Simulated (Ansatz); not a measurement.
`B[NH][GaH][O][SiH3]` + `N[SiH3]` → `[NH2][GaH][O][SiH3]` + `BN[SiH3]`  (redistribution)

Isolated molecules relaxed with PBE0-D4/def2-TZVP in Ansatz; ΔE leaves out vibrations. CBS: MP2 limit from def2 TZ/QZ plus the TZ coupled-cluster correction, frozen cores. This one scheme is used for every species. DFT in def2-TZVPP. B3LYP here is the variant with VWN-RPA as its local correlation; programs differ in this. For Ga outer-core shells are correlated without core-valence functions, which leaves a few kJ/mol of doubt a bond. Scalar relativity is left out up to krypton. One conformer a species, not always the lowest.

`B[NH][GaH][O][SiH3]`:

Cartesian coordinates in Å:
```
B 1.022 0.566 2.836
N 0.666 -0.153 1.692
Ga -0.008 0.608 0.160
O -0.344 -0.622 -1.082
Si -0.913 -0.746 -2.604
H 0.885 1.760 2.834
H 1.456 0.000 3.801
H 0.783 -1.156 1.698
H -0.268 2.114 -0.070
H -1.286 0.590 -3.153
H 0.125 -1.344 -3.486
H -2.119 -1.617 -2.625
```

`N[SiH3]`:

```xyz
7

N     0.527    0.860    0.348
Si   -0.417   -0.468   -0.203
H     1.112    1.358   -0.302
H     0.960    0.820    1.257
H    -1.148   -0.035   -1.421
H     0.340   -1.707   -0.556
H    -1.373   -0.827    0.877
```

`[NH2][GaH][O][SiH3]`:

```xyz
10

N     0.459   -1.408    2.057
Ga    0.384    0.127    1.118
O    -0.194   -0.135   -0.551
Si   -0.513    0.710   -1.902
H     0.759   -1.476    3.013
H     0.201   -2.297    1.665
H     0.758    1.542    1.622
H    -1.941    0.543   -2.287
H    -0.250    2.167   -1.713
H     0.337    0.227   -3.024
```

`BN[SiH3]`:

```xyz
9

B    -0.318   -0.148   -1.519
N    -0.522    0.327   -0.219
Si    0.448   -0.030    1.187
H     0.608   -0.879   -1.730
H    -1.066    0.180   -2.394
H    -1.314    0.941   -0.082
H     1.010    1.221    1.760
H     1.537   -0.936    0.760
H    -0.382   -0.676    2.238
```

```json
{"level": "LDA (SPW92)", "ΔE (kJ/mol)": "-6.2", "difference from CCSD(T)/CBS": "-2.8"}
{"level": "BLYP-D4", "ΔE (kJ/mol)": "-3.1", "difference from CCSD(T)/CBS": "0.3"}
{"level": "PBE0-D4", "ΔE (kJ/mol)": "-2.4", "difference from CCSD(T)/CBS": "1.0"}
{"level": "B3LYP-D4", "ΔE (kJ/mol)": "-2.6", "difference from CCSD(T)/CBS": "0.8"}
{"level": "r2SCAN0-D4", "ΔE (kJ/mol)": "-2.5", "difference from CCSD(T)/CBS": "0.9"}
{"level": "ωB97X-V", "ΔE (kJ/mol)": "-3.0", "difference from CCSD(T)/CBS": "0.4"}
{"level": "ωB97M-V", "ΔE (kJ/mol)": "-2.7", "difference from CCSD(T)/CBS": "0.7"}
{"level": "revPBE", "ΔE (kJ/mol)": "-2.1", "difference from CCSD(T)/CBS": "1.3"}
{"level": "r2SCANh", "ΔE (kJ/mol)": "-2.9", "difference from CCSD(T)/CBS": "0.5"}
{"level": "CAM-B3LYP", "ΔE (kJ/mol)": "-3.5", "difference from CCSD(T)/CBS": "-0.1"}
{"level": "LC-ωPBE", "ΔE (kJ/mol)": "-3.8", "difference from CCSD(T)/CBS": "-0.4"}
{"level": "CCSD(T)/def2-SVP", "ΔE (kJ/mol)": "-4.7", "difference from CCSD(T)/CBS": "-1.3"}
{"level": "MP2/def2-TZVPP", "ΔE (kJ/mol)": "-1.2", "difference from CCSD(T)/CBS": "2.2"}
{"level": "SCS-MP2/def2-QZVPP", "ΔE (kJ/mol)": "-2.3", "difference from CCSD(T)/CBS": "1.1"}
{"level": "HF/CBS(def2)", "ΔE (kJ/mol)": "-0.9", "difference from CCSD(T)/CBS": "2.5"}
{"level": "MP2/CBS(def2)", "ΔE (kJ/mol)": "-3.1", "difference from CCSD(T)/CBS": "0.3"}
{"level": "CCSD(T)/CBS", "ΔE (kJ/mol)": "-3.4", "difference from CCSD(T)/CBS": "0"}
```

(1) What do rigid-rotor, harmonic-oscillator terms from PBE0-D4/def2-TZVP frequencies (298.15 K, 1 bar) make of the CCSD(T)/CBS value? (Best estimate.)

Largest T1 diagnostic among the species: 0.014.

Answers

(1) The calculation gave: ΔZPE = +0.6 kJ/mol, ΔH = -3.1 kJ/mol, ΔS = 4 J/(mol·K), ΔG = -4.3 kJ/mol. Modes under 50 cm⁻¹ make the entropy rough.

Leaving LDA and LC-ωPBE aside and taking each functional with its dispersion term where it has one, the values, not all of them listed here, spread over 2.0 kJ/mol, from CAM-B3LYP-D4 to B97M-V.

CCSD(T)/CBS has its own doubt, a few kJ/mol and more with outer-core shells, so smaller differences from it don't rank the levels.
